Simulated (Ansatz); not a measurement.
CH$_{8}$N$_{2}$OSi (`CN[SiH](N)O`). Charge 0, multiplicity 1.

```xyz
13

C     1.1508   -1.5280    0.1746
N     0.9948   -0.1435   -0.2027
Si   -0.4678    0.6891   -0.4295
N    -1.5186    0.2822    0.8487
O     0.0523    2.2505   -0.5645
H     1.4119   -2.1764   -0.6711
H     0.2124   -1.8951    0.5944
H     1.9220   -1.6512    0.9427
H     1.8305    0.2926   -0.5567
H    -1.2774    0.3813   -1.6459
H    -2.5155    0.2608    0.7184
H    -1.2601    0.3874    1.8159
H    -0.5354    2.8502   -1.0244
```

Q: Give the diagnostics of a CCSD(T)/def2-TZVPP run (frozen core, Ansatz). (An estimate is asked.)

A: Computed: T1 = 0.0103, largest single amplitude 0.012, largest double 0.014, (T) share of the correlation energy 3.5 %, 9 CCSD cycles. The RHF solution is stable towards an unrestricted one. T1 lies under the customary mark of 0.02 for closed shells.
